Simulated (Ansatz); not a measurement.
Geometry optimisation, Ansatz 0.2.0, RKS B3LYP-D4/def2-SVP.

Input:

```yaml
crystal:
  periodic: [false, false, false]
  atoms:
    - { symbol: C, position_ang: [-1.9821, 0.4086, 0.3091] }
    - { symbol: S, position_ang: [-1.2437, -0.0541, -1.2457] }
    - { symbol: Si, position_ang: [0.8178, -0.1178, -0.7872] }
    - { symbol: C, position_ang: [1.2235, -1.2496, 0.6339] }
    - { symbol: S, position_ang: [1.4737, 1.8539, -0.2727] }
    - { symbol: H, position_ang: [-3.112, 0.5224, 0.1416] }
    - { symbol: H, position_ang: [-1.6553, 1.443, 0.6164] }
    - { symbol: H, position_ang: [-1.7956, -0.2547, 1.0849] }
    - { symbol: H, position_ang: [1.5983, -0.5264, -1.9406] }
    - { symbol: H, position_ang: [0.8044, -2.2721, 0.4342] }
    - { symbol: H, position_ang: [0.6237, -0.9313, 1.5665] }
    - { symbol: H, position_ang: [2.2354, -1.3195, 0.8908] }
    - { symbol: H, position_ang: [1.0323, 2.4628, -1.4165] }
basis:
  gaussian: { orbitals: def2-SVP }
hamiltonian:
  xc: b3lyp
  dispersion: d4
relax:
  f_tol: 0.015
  max_steps: 40
```

Launched with:

```bash
$ ansatz run input.yaml --threads 2 --pin off --max-ram 3072MiB --backend cpu --events-out ev --progress --plain --runs-dir out
```

Task: Where does it end, and by what steps?

Result: The run converged. After 6 steps the energy has fallen by 0.405 eV; H8 moved furthest, 0.19 Å.

| step | energy less start (eV) | largest force component (eV/Å) | accepted |
| --- | --- | --- | --- |
| 0 | 0.0000 | 3.488 | yes |
| 1 | -0.3334 | 1.028 | yes |
| 2 | -0.3923 | 0.300 | yes |
| 3 | -0.4014 | 0.187 | yes |
| 4 | -0.4041 | 0.077 | yes |
| 5 | -0.4046 | 0.017 | yes |
| 6 | -0.4048 | 0.012 | yes |

```xyz
13
Properties=species:S:1:pos:R:3
C -2.025 0.459 0.281
S -1.294 -0.162 -1.288
Si 0.795 -0.137 -0.781
C 1.227 -1.245 0.672
S 1.455 1.842 -0.187
H -3.078 0.691 0.070
H -1.511 1.373 0.611
H -1.978 -0.303 1.072
H 1.463 -0.585 -2.034
H 0.933 -2.283 0.455
H 0.704 -0.919 1.585
H 2.310 -1.220 0.871
H 1.021 2.453 -1.313
```

Run time: 13 s on 2 threads of AMD EPYC 9R45 96-Core Processor (Zen 5) (shared host), peak memory 0.32 GiB.
